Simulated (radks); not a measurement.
Results of a calculation; reference values are marked as such.
All-electron atom: Sc IX in [Ne] 3s2 3p1. Code: a radial shooting solver on a logarithmic mesh with Libxc functionals. Model: Dirac Kohn-Sham, BLYP, spin-unpolarised, spherical densities, finite nucleus; open shells fill j = l - 1/2 first; Fermi nuclear charge, rms radius 3.5459 fm.

Radial electron density D(r) = 4 pi r^2 rho(r):

r (bohr)  D(r) (e/bohr)
0.00837           4.040
0.01056           5.830
0.01321           8.121
0.01665           11.12
0.02083           14.53
0.02628           18.33
0.03287           21.73
0.04146           24.19
0.05186           24.84
0.06541           23.43
0.08183           20.70
0.1032            18.21
0.1291            18.05
0.1628            20.87
0.2053            24.65
0.2569            25.61
0.324             21.45
0.4053            14.08
0.5111            7.463
0.6395            4.772
0.8064            4.402
1.009             3.622
1.272             1.891
1.592            0.5876
2.007           0.09145
2.511          0.007018
3.167         0.0001792

D(r) has 2 maxima, at r = 0.0498, 0.241 bohr, and minima at 0.117 bohr, inside which lie 2.16 electrons.
